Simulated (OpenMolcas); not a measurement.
Multiconfigurational calculation on Ar IV

Input:

```
&GATEWAY
Coord
1

Ar 0.0 0.0 0.0
Basis=ANO-R2
Group=XYZ
NoMove
AngMom=0.0 0.0 0.0
AMFI
&SEWARD
&RASSCF
FileOrb=start.orb
Symmetry=2
Spin=4
nActEl=3 0 0
Inactive=3 3
Ras2=0 3
CIRoot=1 1 1
SDav=1
CIMx=300
Iter=120 100
PrWF=0.3
OrbListing=Nothing
MaxOrb=0
Atom
>>> COPY $Project.JobIph JOB001
&RASSCF
FileOrb=start.orb
Symmetry=2
Spin=2
nActEl=3 0 0
Inactive=3 3
Ras2=0 3
CIRoot=8 8 1
SDav=8
CIMx=300
Iter=120 100
PrWF=0.3
OrbListing=Nothing
MaxOrb=0
Atom
>>> COPY $Project.JobIph JOB002
&RASSI
NrOfJobIphs=2 1 8
1
1 2 3 4 5 6 7 8
IphNames
JOB001
JOB002
EJob
SpinOrbit
DIPRint=1.0
SOCoupling=1000.0
Subsets=2
MEES
Property=10
'ANGMOM' 1 'ANGMOM' 2 'ANGMOM' 3 'MLTPL  1' 1 'MLTPL  1' 2 'MLTPL  1' 3
'AMFI' 1 'AMFI' 2 'AMFI' 3 'MLTPL  2' 6
SOProperty=3
'ANGMOM' 1 'ANGMOM' 2 'ANGMOM' 3
```

A driver script runs the steps one by one and writes start.orb anew before each from the orbitals found so far.

Output, cut to the results:

```
--- SEWARD ---
Basis set label: AR.ANO-R...5S4P3D1F.

      Electronic valence basis set:
      ------------------
      Associated Effective Charge  18.000000 au
      Associated Actual Charge     18.000000 au
      Nuclear Model: Finite nucleus - Gaussian distribution
        Gaussian exponent, Xi/bohr**(-2):  3.57222E+08

      Shell  nPrim  nBasis  Cartesian Spherical Contaminant
         s      17       5        X
         p      12       4        X
         d       7       3                 X
         f       5       1                 X
                  Relativistic X2C integrals
                  Atomic mean-field integrals
--- RASSCF ---
Wave function specifications:
      -----------------------------

      Number of closed shell electrons          12
      Number of electrons in active shells       3
      Max number of holes in RAS1 space          0
      Max nr of electrons in RAS3 space          0
      Number of inactive orbitals                6
      Number of active orbitals                  3
      Number of secondary orbitals              30
      Spin quantum number                      1.5
      State symmetry                             2
Orbital specifications:
      -----------------------

      Symmetry species                           1   2
                                                ag  au
      Frozen orbitals                            0   0
      Inactive orbitals                          3   3
      Active orbitals                            0   3
      RAS1 orbitals                              0   0
      RAS2 orbitals                              0   3
      RAS3 orbitals                              0   0
      Secondary orbitals                        17  13
      Deleted orbitals                           0   0
      Number of basis functions                 20  19
      Number of CSFs                             1
      Number of root(s) required                 1
      Iter CI   SX   CI       RASSCF       Energy    max ROT     max BLB   max BLB  Level Ln srch  Step   QN
          iter iter root      energy       change     param      element    value   shift minimum  type update
 Nr of preliminary CI iterations:   1
        1   1    7    1  -525.49060960    0.00E+00   1.71E-01*   3   5 1 -3.86E-01*  0.00   0.00    SX    NO
        2   1    7    1  -525.67601401   -1.85E-01* -7.34E-03    1  10 2 -6.41E-02*  0.00   0.00    SX    NO
        3   1    6    1  -525.67732126   -1.31E-03* -1.18E-03    1  10 2  1.09E-02*  0.00   0.00    SX    NO
        4   1    6    1  -525.67734553   -2.43E-05*  1.80E-04    2  11 2 -1.67E-03*  0.00   0.00    SX    NO
        5   1    5    1  -525.67734620   -6.64E-07*  2.55E-05    3  12 2  2.89E-04*  0.00   0.87    QN   YES
        6   1    3    1  -525.67734622   -2.06E-08*  3.73E-06    3   4 1  1.42E-05   0.00   1.03    QN   YES
        7   1    3    1  -525.67734622   -7.99E-11  -3.25E-07    3   5 1 -1.23E-06   0.00   1.09    QN   YES
      Convergence after  7 iterations
        8   1    3    1  -525.67734622    0.00E+00  -3.25E-07    3   5 1 -7.28E-08   0.00   1.09    QN   YES
      Natural orbitals and occupation numbers for root  1
      sym 2:   1.000000   1.000000   1.000000
::    RASSCF root number  1 Total energy:   -525.67734622
--- RASSCF ---
Wave function specifications:
      -----------------------------

      Number of closed shell electrons          12
      Number of electrons in active shells       3
      Max number of holes in RAS1 space          0
      Max nr of electrons in RAS3 space          0
      Number of inactive orbitals                6
      Number of active orbitals                  3
      Number of secondary orbitals              30
      Spin quantum number                      0.5
      State symmetry                             2
Orbital specifications:
      -----------------------

      Symmetry species                           1   2
                                                ag  au
      Frozen orbitals                            0   0
      Inactive orbitals                          3   3
      Active orbitals                            0   3
      RAS1 orbitals                              0   0
      RAS2 orbitals                              0   3
      RAS3 orbitals                              0   0
      Secondary orbitals                        17  13
      Deleted orbitals                           0   0
      Number of basis functions                 20  19
...
--- RASSI ---
SPIN-FREE ENERGIES:
  (Shifted by EMIN (a.u.) =       -525.6773462194)

 SF State       Relative EMIN(au)   Rel lowest level(eV)    D:o, cm**(-1)      L_eff

     1             0.0000000000        0.0000000000              0.0000         0.0
     2             0.1187335392        3.2309041959          26058.9997         2.0
     3             0.1187335392        3.2309041959          26058.9997         2.0
     4             0.1187335392        3.2309041959          26058.9997         2.0
     5             0.1187335392        3.2309041959          26058.9997         2.0
     6             0.1187335392        3.2309041959          26058.9997         2.0
     7             0.1973400461        5.3698962157          43311.1339         1.0
     8             0.1973400461        5.3698962157          43311.1339         1.0
     9             0.1973400461        5.3698962157          43311.1339         1.0
     Dipole printing threshold changed to   1.00000000E+00
Eigenvalues of complex Hamiltonian:
   -----------------------------------
  (Shifted by EMIN (a.u.) =       -525.6773462194)

 SO State       Relative EMIN(au)   Rel lowest level(eV)    D:o, cm**(-1)     J-value

     1            -0.0001340465        0.0000000000              0.0000         1.3
     2            -0.0001340465        0.0000000000              0.0000         1.0
     3            -0.0001340465        0.0000000000              0.0000         1.1
     4            -0.0001340465        0.0000000000              0.0000         1.2
     5             0.1183169061        3.2232146228          25996.9792         1.3
     6             0.1183169061        3.2232146228          25996.9792         1.3
     7             0.1183169061        3.2232146228          25996.9792         1.0
     8             0.1183169061        3.2232146228          25996.9792         1.0
     9             0.1187335392        3.2345517875          26088.4196         2.2
...
```

The J values that RASSI prints are effective ones from its own formula and need not be integers or half-integers; the table below assigns J from the states.

Levels above the lowest, from the spin-orbit matrix, grouped by J:

```json
{"Configuration": "3s² 3p³", "Term": "⁴S°", "J": "3/2", "E (cm⁻¹)": "0.0", "Measured (cm⁻¹)": "0.0", "g": "2.002", "Term weight %": "100"}
{"Configuration": "3s² 3p³", "Term": "²D°", "J": "3/2", "E (cm⁻¹)": "25997", "Measured (cm⁻¹)": "21091", "g": "0.802", "Term weight %": "99"}
{"Configuration": "3s² 3p³", "Term": "²D°", "J": "5/2", "E (cm⁻¹)": "26088", "Measured (cm⁻¹)": "21220", "g": "1.200", "Term weight %": "100"}
{"Configuration": "3s² 3p³", "Term": "²P°", "J": "1/2", "E (cm⁻¹)": "43341", "Measured (cm⁻¹)": "34855", "g": "0.666", "Term weight %": "100"}
{"Configuration": "3s² 3p³", "Term": "²P°", "J": "3/2", "E (cm⁻¹)": "43461", "Measured (cm⁻¹)": "35032", "g": "1.332", "Term weight %": "99"}
```

Against the 4 measured excited levels shown (Saloman, J. Phys. Chem. Ref. Data 39, 033101 (2010)) the mean absolute deviation is 6700 cm-1; the largest miss in energy is 3s² 3p³ ²P°_1/2: computed 43341, measured 34855 cm⁻¹ (+24.3 %).

With the s shell closed, the reference lacks s² → p² mixing. Computed and measured levels are paired by configuration, term and J; levels that our copy of the source lacks, or whose pairing is in doubt (as where it misses far off the trend of its configuration), stay unpaired and out of the deviations. Only configurations of the active space appear.

The term weight is that of the spin-free term in the level, not the purity of its configuration. ° marks odd parity.
